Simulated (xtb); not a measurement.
COS, charge +1, doublet, geometry from GFN2-xTB (a state made from the parent by changing its charge; the spin is typed, not shown lowest); GFN0-xTB in xtb.

The xtb input:
```
$ xtb mol.xyz --gfn 0 --chrg 1 --uhf 1 --acc 0.0001 --json

# file mol.xyz
3

O     -0.00000000    -0.00000000    -1.68366881
C     -0.00000000    -0.00000000    -0.55245407
S      0.00000000     0.00000000     1.04900468
```

It wrote (shortened):

```
   ID    Z sym.   atoms
    1    8 O      1
    2    6 C      2
    3   16 S      3

           -------------------------------------------------
          |                Calculation Setup                |
           -------------------------------------------------

           -------------------------------------------------
          |                 G F N 0 - x T B                 |
           -------------------------------------------------

          ...................................................
          :                      SETUP                      :
          :.................................................:
          :  # basis functions                  18          :
          :  # atomic orbitals                  17          :
          :  # shells                            7          :
          :  # electrons                        15          :
          :  electronic temp.          300.0000000     K    :
          :  accuracy                    0.0001000          :
          :  -> integral cutoff          0.6500000E+02      :
          :  -> integral neglect         0.1000000E-11      :
          ...................................................

         :::::::::::::::::::::::::::::::::::::::::::::::::::::
         ::                     SUMMARY                     ::
         :::::::::::::::::::::::::::::::::::::::::::::::::::::
         :: total energy              -6.733912941752 Eh    ::
         :: gradient norm              0.042139540116 Eh/a0 ::
         :: HOMO-LUMO gap              4.615238452085 eV    ::
         ::.................................................::
         :: H0 energy                 -8.303466081445 Eh    ::
         :: repulsion energy           0.088772619610 Eh    ::
         :: electrostat energy         1.493268616260 Eh    ::
         :: -> Gsolv                   0.000000000000 Eh    ::
         ::    -> Gsasa                0.000000000000 Eh    ::
         ::    -> Gshift               0.000000000000 Eh    ::
         :: dispersion energy         -0.000389591653 Eh    ::
         :: short-range corr.         -0.012098504523 Eh    ::
         :: add. restraining           0.000000000000 Eh    ::
         :: total charge               1.000000000000 e     ::
         :::::::::::::::::::::::::::::::::::::::::::::::::::::

           -------------------------------------------------
          |                Property Printout                |
           -------------------------------------------------

    * Orbital Energies and Occupations

         #    Occupation            Energy/Eh            Energy/eV
      -------------------------------------------------------------
         1        2.0000           -0.7407708             -20.1574
         2        2.0000           -0.7091823             -19.2978
         3        2.0000           -0.5737032             -15.6113
         4        2.0000           -0.5097038             -13.8697
         5        2.0000           -0.5097038             -13.8697
         6        2.0000           -0.4884118             -13.2904
         7        1.5000           -0.4130659             -11.2401
         8        1.5000           -0.4130659             -11.2401 (HOMO)
         9                         -0.2434590              -6.6249 (LUMO)
        10                         -0.2434590              -6.6249
        11                         -0.1767584              -4.8098
        12                         -0.0389507              -1.0599
        13                         -0.0389507              -1.0599
        14                          0.0774939               2.1087
        15                          0.0774939               2.1087
        16                          0.4122980              11.2192
        17                          1.0638316              28.9483
      -------------------------------------------------------------
                  HL-Gap            0.1696069 Eh            4.6152 eV
             Fermi-level            0.0000000 Eh            0.0000 eV

     #   Z          covCN         q      C6AA      α(0)
     1   8 O        0.860     0.009    14.946     5.187
     2   6 C        1.832     0.556    20.359     7.281
     3  16 S        0.981     0.436   122.640    18.734

 Mol. C6AA /au·bohr⁶  :        375.112477
 Mol. C8AA /au·bohr⁸  :      14095.647158
 Mol. α(0) /au        :         31.202756

Wiberg/Mayer (AO) data.
largest (>0.10) Wiberg bond orders for each atom

 ---------------------------------------------------------------------------
     #   Z sym  total        # sym  WBO       # sym  WBO       # sym  WBO
 ---------------------------------------------------------------------------
     1   8 O    2.569 --     2 C    2.345     3 S    0.224
     2   6 C    3.858 --     1 O    2.345     3 S    1.513
     3  16 S    1.737 --     2 C    1.513     1 O    0.224
 ---------------------------------------------------------------------------

Topologies differ in total number of bonds
Writing topology from bond orders to xtbtopo.mol

 dipole moment from electron density (au)
     X       Y       Z
   0.0000  -0.0000  -0.7541  total (Debye):    1.917

           -------------------------------------------------
          | TOTAL ENERGY               -6.733912941752 Eh   |
          | GRADIENT NORM               0.042139540116 Eh/α |
          | HOMO-LUMO GAP               4.615238452085 eV   |
           -------------------------------------------------

normal termination of xtb
```
